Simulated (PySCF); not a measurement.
**Working out the ionisation energy of Ar²⁺**

Ar²⁺ [Ne] 3s2 3p4 (3P) → Ar³⁺ [Ne] 3s2 3p3 (4S). All numbers are calculated (PySCF 2.14, scalar relativity by spin-free X2C-1e, in x2c-TZVPPall with one added diffuse shell each of s, p, d type (6s6p4d1f, 51 functions)). Frozen: 1s2. Energies in hartree (1 hartree = 27.21139 eV):

```csv
part,Ar²⁺ (lower),Ar³⁺ (upper)
UHF,-527.111270,-525.664346
CCSD correlation,-0.321268,-0.287044
(T),-0.005380,-0.004389
```

What does Hartree-Fock give?

(-525.664346) − (-527.111270) = 1.446924 hartree = 39.373 eV.

What do CCSD and CCSD(T) give?

The CCSD correlation energies differ by 0.034224 hartree = 0.931 eV and the triples by 0.000991 hartree = 0.027 eV, so CCSD gives 40.304 eV and CCSD(T) 40.331 eV.

A first-order spin-orbit estimate adds 0.065 eV to CCSD(T) (valence and next inner shell), giving 40.396 eV against 40.735 ± 0.012 eV (semi-empirical (NIST evaluation); NIST Atomic Spectra Database, ionization energies).

What remains against the reference includes basis incompleteness, the frozen core and higher excitations.
